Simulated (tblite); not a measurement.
Question: Write Cartesian coordinates for InChI=1S/C6H8FO2/c1-5(3-7)4-9-6(2)8/h4H,1,3H2,2H3 as optimised with GFN2-xTB. (Doublet state.)

Answer: 
```
atom  x, y, z in Å
C1    -2.413    1.578   -0.342
C2    -1.484    0.618   -0.060
C3    -0.130    0.804   -0.309
O4     0.760   -0.177   -0.014
C5     2.080    0.030   -0.261
C6     2.877   -1.187    0.109
O7     2.511    1.053   -0.723
C8    -1.882   -0.709    0.541
F9    -3.228   -0.790    0.769
H10   -2.119    2.517   -0.770
H11   -3.455    1.415   -0.141
H12    0.271    1.713   -0.734
H13    3.906   -0.902    0.306
H14    2.862   -1.884   -0.727
H15    2.440   -1.676    0.975
H16   -1.621   -1.531   -0.135
H17   -1.383   -0.861    1.505
```

Orientation and origin are arbitrary. Atoms count from 1 in this order. The 9 heavy atoms lie in one plane (0.012 Å rms). C1 (carbon bonded to C and 2 H) is planar (angles 121.0°, 120.8° and 118.2°, sum 360.0°, 0.00 Å off the plane of its three neighbours). C2 (carbon bonded to 3 C) is planar (angles 122.2°, 121.4° and 116.5°, sum 360.0°, 0.00 Å off the plane of its three neighbours). Of the pairs four or more bonds apart, O7···H12 is among the closest relative to their van der Waals radii: 2.34 Å, 86 % of the sum of Bondi's values.

Bonds between heavy atoms (Å): C1=C2 1.365, C2–C3 1.390, C3–O4 1.357, O4–C5 1.359, C5–C6 1.501, C5=O7 1.202, C2–C8 1.510, C8–F9 1.368.

Computed geometry: GFN2-xTB, gas phase. This method treats the open shell by occupation alone, without spin polarisation.

Its GFN2-xTB frequencies are all real (lowest 21 cm⁻¹). Torsions: C1–C2–C3–O4 180°, C2–C3–O4–C5 180°, C3–O4–C5–C6 -179°, C1–C2–C8–F9 -1°. 3 starts were optimised and ended at 0.00, 1.35 and 1.42 kcal/mol (GFN2-xTB); the lowest of these is shown.

The run took 0.99 s on one thread of an Arm Neoverse V1, shared host with 32 logical CPUs at a one-minute load of 34. These figures are those of the optimisation.

One conformer stands for the species.
